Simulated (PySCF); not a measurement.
# Bond length, frequency and bond energy of MnCl by level of theory

State: ⁷Σ⁺ (septet), unpaired electrons σ ↑↑, π ↑↑, δ ↑↑. Set-up: Mn x2c-TZVPPall, Cl x2c-TZVPPall; spin-free X2C with a Gaussian nucleus (PySCF 2.14). De refers to Mn (3d5 4s2) + Cl in their high-spin ground configurations, without counterpoise correction. The functionals are run spin-unrestricted. A positive dipole means Mn(−)Cl(+).

```tsv
Level	Re (Å)	ωe (cm⁻¹)	De (eV)	μ (D)
UHF	2.307	370	n/a	-3.72
UHF-MP2	2.241	386	n/a	n/a
UHF-SCS-MP2	2.256	381	n/a	n/a
UHF-CCSD	2.252	383	3.30	n/a
UHF-CCSD(T)	2.245	384	3.34	n/a
PBE	2.218	380	3.92	-2.19
BLYP	2.243	366	3.41	-2.29
r²SCAN	2.222	388	4.13	-2.62
TPSSh	2.228	382	3.88	-2.58
PBE0	2.231	384	3.77	-2.82
M06	2.229	390	3.03	-2.97
BHandHLYP	2.259	378	3.19	-3.28
ωB97X	2.228	389	3.18	-2.79
```

Question: Which functional lies closest to UHF-CCSD(T) in De, which farthest, and by how much do they differ from it?

Answer: Closest is BLYP (-0.2 pm in Re, -4.7 % in ωe, +0.07 eV in De against UHF-CCSD(T) in the same basis), farthest r²SCAN (-2.3 pm in Re, +1.0 % in ωe, +0.79 eV in De). CCSD(T) converges more slowly with the basis than the functionals do and binds too weakly in this one, so the order can change at the basis-set limit.

Question: What does second-order correlation do here, going from UHF to UHF-MP2?

Answer: UHF-MP2 less UHF: -6.6 pm in Re, +4.3 % in ωe. Correlation nearly always deepens the well. The bond shortens, as in weak, metallic or heavy-atom bonds, where dispersion and the correlation of outer-core electrons pull the atoms together.

Question: What does the triples do here, going from UHF-CCSD to UHF-CCSD(T)?

Answer: UHF-CCSD(T) less UHF-CCSD: -0.7 pm in Re, +0.3 % in ωe, +0.04 eV in De. Correlation nearly always deepens the well. The bond shortens, as in weak, metallic or heavy-atom bonds, where dispersion and the correlation of outer-core electrons pull the atoms together.

Correlated steps freeze 10 core orbitals. The metal atom is held in its measured ground configuration; semilocal functionals can put another filling of s and d lower by some tenths of an eV, and De to that atom would be smaller. With d or f electrons several states lie close, and the lowest PBE0 determinant need not be the measured ground state.

The whole job (state search and all levels along the bond) took about 29 min on 2 threads of Arm Neoverse V1 (shared host), peak memory 5.4 GiB.
